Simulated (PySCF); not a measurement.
# Computed data sheet: `C=C/C=C\S(=O)(=O)C(F)(F)F`

Species: C₅H₅F₃O₂S.
SMILES with atom numbers: `[CH2:1]=[CH:2]/[CH:3]=[CH:4]\[S:5](=[O:6])(=[O:7])[C:8]([F:9])([F:10])[F:11]` (hydrogens: H12, H13 on C1; H14 on C2; H15 on C3; H16 on C4)

Geometry (GFN2-xTB, Å), atoms numbered from 1 in this order:
```xyz
16
C5H5F3O2S angstrom
C      2.7986    0.5752   -0.5448
C      1.5648    0.0797   -0.4687
C      1.0454   -0.4825    0.7528
C     -0.1863   -0.9530    0.9391
S     -1.4746   -0.9166   -0.2815
O     -2.5290   -1.7900    0.1183
O     -1.0012   -0.9630   -1.6287
C     -2.1359    0.8481   -0.0258
F     -3.1735    1.1089   -0.8042
F     -2.4985    1.0071    1.2482
F     -1.1714    1.7355   -0.2837
H      3.4610    0.5864    0.3065
H      3.1840    0.9904   -1.4594
H      0.9141    0.0724   -1.3292
H      1.7394   -0.5216    1.5866
H     -0.5442   -1.3683    1.8631
```

Structural features include: C=C double bond, sulfone, CF3 group and C–F bond.

From GFN2-xTB geometry:

```
Point group of the GFN2-xTB geometry                  : C1
Rotational constants A, B, C of the GFN2-xTB geometry : 1.484, 0.750, 0.652 GHz
```

**PBE0/pcSseg-1 ground state and GIAO shieldings, non-relativistic (PySCF)**

```
Dipole moment                                               : 4.94 D
HOMO energy                                                 : -8.08 eV
LUMO energy                                                 : -2.48 eV
HOMO–LUMO gap                                               : 5.60 eV
Lowest Hirshfeld atomic charge                              : -0.30 e on O6
Highest Hirshfeld atomic charge                             : +0.49 e on S5
13C chemical shifts (computed TMS as zero) by class         : 157.3 (C3), 140.8 (C1), 139.6 (C2), 133.1 (C8), 131.0 (C4) ppm
1H chemical shifts (computed TMS as zero) by class          : 8.42 (H14), 7.23 (H15), 6.21 (H13), 6.10 (H16), 6.09 (H12) ppm
Isotropic shieldings of nuclei other than C and H, by class : 130 (O6/O7), 263 (F9/F10/F11), 202 (S5) ppm
Mayer bond orders between heavy atoms                       : C1–C2 1.88, C2–C3 1.12, C3–C4 1.75, C4–S5 0.90, S5–O6 1.75, S5–O7 1.72, S5–C8 0.72, C8–F9 1.04, C8–F10 1.00, C8–F11 1.00
```

Monoisotopic mass (most abundant isotopes): 185.9962 u.

In atomic units the dipole is 1.94 e·bohr (1 au = 2.5417 D). A dipole of 4.94 D is allowed in C1, and pure rotational transitions are dipole-allowed. With B = h/(8π²I), that is 505.379 GHz u Å² over I, the principal moments of inertia are 340.6, 673.6 and 775.6 u Å² (most abundant isotopes); the inertial defect Ic − Ia − Ib is -238.6 u Å² (zero for a rigid planar frame, negative otherwise). The rotational constants make it an asymmetric top with κ = (2B − A − C)/(A − C) = -0.76, nearer the prolate limit (−1).

The structure is a single GFN2-xTB conformer in the gas phase; no vibrational or solvent corrections. NMR classes are plain means over equivalent atoms (diastereotopic ones count apart unless rotation or inversion swaps them), as if these changed places fast; in this geometry the members of some classes differ.
